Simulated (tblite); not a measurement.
C6H9FSi.
Numbering: `[CH:1]#[C:2]/[C:3]([CH3:4])=[C:5](\[SiH3:6])[CH2:7][F:8]` (hydrogens: H9 on C1; H10, H11, H12 on C4; H13, H14, H15 on Si6; H16, H17 on C7)

Structure optimised with GFN2-xTB, isolated species.

(1) What internal coordinates does the optimisation give?

## Answers

(1) 
```tsv
bond	length (Å)
C1≡C2	1.202
C2–C3	1.413
C3–C4	1.505
C3=C5	1.344
C5–Si6	1.894
C5–C7	1.496
C7–F8	1.373
C1–H9	1.049
C4–H10, C4–H11, C4–H12	1.089
Si6–H13, Si6–H14, Si6–H15	1.463
C7–H16, C7–H17	1.099
```

Bonds in one row agree within 0.01 Å and their mean is given. A selection of angles:
```tsv
angle	degrees
C2–C1–H9	178.4
C1–C2–C3	176.6
C2–C3–C4	115.6
C2–C3–C5	120.5
C4–C3–C5	123.9
C3–C4–H10	110.7
C3–C4–H12	110.3
H10–C4–H11	108.9
H10–C4–H12	107.8
C3–C5–Si6	121.4
C3–C5–C7	118.6
Si6–C5–C7	120.0
C5–Si6–H13	110.4
C5–Si6–H14	107.8
H13–Si6–H14	110.0
H13–Si6–H15	110.8
C5–C7–F8	112.4
C5–C7–H16	111.7
F8–C7–H16	106.1
H16–C7–H17	108.8
```

Dihedral angles: C2–C3–C5–Si6 -1° (synperiplanar); C3–C5–C7–F8 -173° (antiperiplanar). The mirror-image conformer, all signs reversed, is as good.

Si6 (SiH3 silicon) is tetrahedral (angles from 107.8° to 110.8°). The C–C distances run from 1.202 Å (C1≡C2, drawn triple) to 1.505 Å (C3–C4, drawn single), a spread of 0.303 Å. Of the pairs four or more bonds apart, F8···H13 is among the closest relative to their van der Waals radii: 2.57 Å, 96 % of the sum of Bondi's values.

GFN2-xTB frequencies show an imaginary mode (50i cm⁻¹), so the point is no minimum at that level.

These are computed values.
